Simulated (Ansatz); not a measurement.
The same molecule with X = B, Al, Ga, In. Ansatz, PBE0-D4/def2-TZVP geometries, multiplicity 1. Each molecule was computed in one conformer, which needn't be the lowest.

Elements past krypton have def2 core potentials. Scalar relativity is left out up to krypton.

| X | molecule | mean X–F bond length / Å | mean X–N bond length / Å | LUMO energy (B3LYP/def2-TZVPP) / eV | zero-point energy (PBE0-D4/def2-TZVP) / kJ/mol | LUMO energy (PBE0/def2-TZVPP) / eV |
| --- | --- | --- | --- | --- | --- | --- |
| B | `O=C=NB(F)F` | 1.316 | 1.415 | -1.05 | 62.9 | -0.78 |
| Ga | `O=C=[N][Ga]([F])[F]` | 1.728 | 1.797 | -2.34 | 46.7 | -1.93 |
| In | `O=C=[N][In]([F])[F]` | 1.922 | 1.991 | -3.46 | 43.6 | -3.08 |

Give the row for X = Al, `O=C=[N][Al]([F])[F]`. (Estimate.)

Ansatz gave: 
```csv
X,molecule,mean X–F bond length / Å,mean X–N bond length / Å,LUMO energy (B3LYP/def2-TZVPP) / eV,zero-point energy (PBE0-D4/def2-TZVP) / kJ/mol,LUMO energy (PBE0/def2-TZVPP) / eV
Al,`O=C=[N][Al]([F])[F]`,1.631,1.738,-1.54,50.5,-1.18
```

From B to In the mean X–F bond length rises at each step, by 0.606 Å in all; the mean X–N bond length rises at each step, by 0.576 Å in all; the LUMO energy (B3LYP/def2-TZVPP) falls at each step, by 2.41 eV in all; the zero-point energy (PBE0-D4/def2-TZVP) falls at each step, by 19.3 kJ/mol in all; the LUMO energy (PBE0/def2-TZVPP) falls at each step, by 2.30 eV in all. Bonds lengthen as the atom grows down the group.

B3LYP here is the variant with VWN-RPA as its local correlation; programs differ in this.
